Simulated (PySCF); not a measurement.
Atoms are numbered as in `[CH3:1][O:2][Si@@H:3]([SiH2:4][O:5][SiH3:6])[S:7][CH3:8]`. Each H is labelled by its parent atom. Ha(Si4) is pro-R; Hb(Si4) is pro-S.

Geometry: PBE0-D3(BJ)/def2-SVP; GIAO shifts from PySCF, gas phase, non-relativistic, averaged over equivalent atoms.

At mPW1PW91/pcSseg-1 (224 basis functions, 45 s wall time on 1 thread of an Arm Neoverse V1, shared host):
```csv
atoms,δ (ppm)
C1,54.3
C8,12.0
O2,14.8
O5,-13.7
Si3,7.4
Si4,-23.9
Si6,-33.5
S7,-210.9
H(Si3),5.48
Ha(Si4),5.26
Hb(Si4),5.15
H(Si6),4.90
H(C1),3.63
H(C8),1.86
```

δ = σ(ref) − σ, references computed at the same level: TMS for 13C (σref 183.54), 29Si (σref 350.83), 1H (σref 31.32); 17O (σref 333.30) vs H2O; CS2 for 33S (σref 492.68).

**Question.** Estimate the result of repeating the calculation with PBE0/pcSseg-1.

**Answer.** 
```csv
atoms,δ at PBE0/pcSseg-1,change
C1,54.2,-0.1
C8,11.8,-0.2
O2,15.5,+0.7
O5,-13.6,+0.1
Si3,7.6,+0.2
Si4,-24.0,-0.1
Si6,-33.4,+0.1
S7,-210.9,+0.0
H(Si3),5.53,+0.05
Ha(Si4),5.32,+0.06
Hb(Si4),5.20,+0.05
H(Si6),4.95,+0.05
H(C1),3.64,+0.01
H(C8),1.86,+0.00
```

Chemical shifts δ = σref − σ; 13C (σ = 184.41 ppm), 29Si (σ = 351.99 ppm), 1H (σ = 31.27 ppm) vs TMS; 17O (σ = 334.56 ppm) vs H2O; CS2 for 33S (σ = 495.66 ppm), all at this level.

The largest change is at O2 (oxygen bonded to C, Si). Cost: 224 basis functions, 47 s wall time on 1 thread of an Arm Neoverse V1, shared host.

Experimental scales use liquid or dissolved standards, which lie at an offset from isolated H2O (liquid H2O: subtract about 36 ppm).
